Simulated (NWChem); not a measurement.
**Basis-set convergence for AlF₂I**

SMILES: [F][Al]([F])[I]
```xyz
4

Al     0.0000     0.0000    -1.3501
F     -1.4144     0.0000    -2.1996
F      1.4144     0.0000    -2.1996
I      0.0000     0.0000     1.0782
```
Charge 0, spin multiplicity 1.

Program: NWChem. Structure: optimised with PBE0/def2-SVP with def2 effective core potentials on I, a minimum by its harmonic frequencies.

Quantity: first vertical ionisation energy at the level G0W0@PBE0.

Effective core potentials replace the inner electrons of I; spin-orbit coupling is left out. GW and range-separated runs recompute their integrals, the others keep them in memory, which bears on the times. The structure started from a generated list of species.

The cost column gives rough processor time relative to def2-SVP; each entry includes its own SCF.

**Question.** In def2-TZVPD the value is 10.44 eV. Among def2-SVP, def2-SVPD, def2-TZVP, def2-TZVPP, which is the smallest basis within 0.05 eV of it?

**Answer.** def2-TZVP, with 149 functions against 182 (also within reach: def2-TZVPP). def2-TZVPD isn't the basis-set limit itself, and a small set can land close by cancellation.

```json
[
 {"basis": "def2-SVP", "functions": "72", "first vertical ionisation energy (eV)": "10.07", "relative cost": "1"},
 {"basis": "def2-SVPD", "functions": "105", "first vertical ionisation energy (eV)": "10.09", "relative cost": "under 3"},
 {"basis": "def2-TZVP", "functions": "149", "first vertical ionisation energy (eV)": "10.43", "relative cost": "6"},
 {"basis": "def2-TZVPP", "functions": "154", "first vertical ionisation energy (eV)": "10.43", "relative cost": "5"},
 {"basis": "def2-TZVPD", "functions": "182", "first vertical ionisation energy (eV)": "10.44", "relative cost": "10"}
]
```
